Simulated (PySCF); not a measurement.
# La(OH)3 at several levels of theory

Computed with PySCF 2.14.0 (density fitting, no spin-orbit coupling) at the geometry relaxed with PBE0:

```xyz
7
La(OH)3 (singlet)
La    0.0000    0.0000   -0.3761
O     2.1190    0.0000    0.0672
H     3.0188    0.0000    0.3951
O    -1.0595    1.8351    0.0672
H    -1.5094    2.6144    0.3951
O    -1.0595   -1.8351    0.0672
H    -1.5094   -2.6144    0.3951
```

| level | basis | state | HOMO (eV) | gap (eV) | charge on La1 (e) | population of f-type functions on La1 (polarisation alone where 4f lies in the core) | dipole about the centre of mass (D) | largest force component (eV/Å) |
| --- | --- | --- | --- | --- | --- | --- | --- | --- |
| PBE0 | La lcecp-1-SVP with ECP46, O def2-SVP, H def2-SVP | singlet | -7.42 | 6.20 | 1.18 | 0.11 | 1.61 | 0.01 |
| TPSSh | the same | singlet | -6.49 | 5.07 | 1.14 | 0.11 | 1.58 | 0.29 |
| BP86 | the same | singlet | -5.86 | 4.12 | 0.98 | 0.11 | 1.44 | 0.60 |
| revPBE | the same | singlet | -5.71 | 3.93 | 0.99 | 0.11 | 1.45 | 0.56 |
| PBE0 | La lcecp-1-TZVP with ECP46, O def2-TZVP, H def2-TZVP | singlet | -7.71 | 6.46 | 1.63 | 0.15 | 1.82 | 0.23 |
| PBE0 | La x2c-SVPall, O x2c-SVPall, H x2c-SVPall | singlet | -7.48 | 6.33 | 1.17 | 0.23 | 1.57 | 0.46 |

In the lcecp rows the 4f levels are missing from HOMO and gap, and the state counts the valence alone.

Charges are Mulliken's, which hang on the basis. The relaxation used the grid (50, 194), these runs (75, 302) or, all-electron (x2c bases, spin-free X2C Hamiltonian), (99, 590).

(1) What does r2SCAN with La lcecp-1-SVP with ECP46, O def2-SVP, H def2-SVP give here?

## Answers

(1) state singlet, HOMO (eV) -6.10, gap (eV) 4.69, charge on La1 (e) 1.14, population of f-type functions on La1 (polarisation alone where 4f lies in the core) 0.10, dipole about the centre of mass (D) 1.58, largest force component (eV/Å) 0.19. Time: 5.4 s on 2 threads of Arm Neoverse V2, on a shared host, from an already converged density.
